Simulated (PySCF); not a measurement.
## Dipole response of Zr (zirconium, neutral)

[Kr] 4d2 5s2, high-spin 3F determinant. All numbers are calculated (PySCF 2.14, a scalar-relativistic core potential, in aug-cc-pwCVTZ-PP with ECP28MDF). Coupled (time-dependent) response in atomic units; α is the mean over directions.

| method | mean α (bohr³) | C₆ (like pair) | S(−4) |
| --- | --- | --- | --- |
| PBE0 | 126.8 | 1787 | 7501 |

S(−4) is the Cauchy moment in α(ω) = α(0) + S(−4) ω² + …

Reference α: 112 ± 13 bohr³ (recommended; Schwerdtfeger and Nagle, table of static dipole polarizabilities (2023 update)). Published C₆: 1360 (Gould and Bucko (2016)).

Spin-orbit coupling is absent.

α(iu) at PBE0:

```json
{"u (hartree)": "0", "α(iu) (bohr³)": "126.8"}
{"u (hartree)": "0.0500", "α(iu) (bohr³)": "111.2"}
{"u (hartree)": "0.100", "α(iu) (bohr³)": "83.34"}
{"u (hartree)": "0.200", "α(iu) (bohr³)": "44.99"}
{"u (hartree)": "0.300", "α(iu) (bohr³)": "27.64"}
{"u (hartree)": "0.500", "α(iu) (bohr³)": "14.23"}
{"u (hartree)": "0.750", "α(iu) (bohr³)": "8.357"}
{"u (hartree)": "1.00", "α(iu) (bohr³)": "5.704"}
{"u (hartree)": "1.50", "α(iu) (bohr³)": "3.240"}
{"u (hartree)": "2.00", "α(iu) (bohr³)": "2.097"}
{"u (hartree)": "3.00", "α(iu) (bohr³)": "1.075"}
{"u (hartree)": "5.00", "α(iu) (bohr³)": "0.4286"}
```

A single London oscillator, α(iu) = α/(1 + u²/ω²), gives C₆ = (3/4) ω α². Matching the computed C₆ needs ω = 4 × 1787 / (3 × 126.8²) = 0.148 hartree.

Energies and moments cover only the electrons outside the core potential.
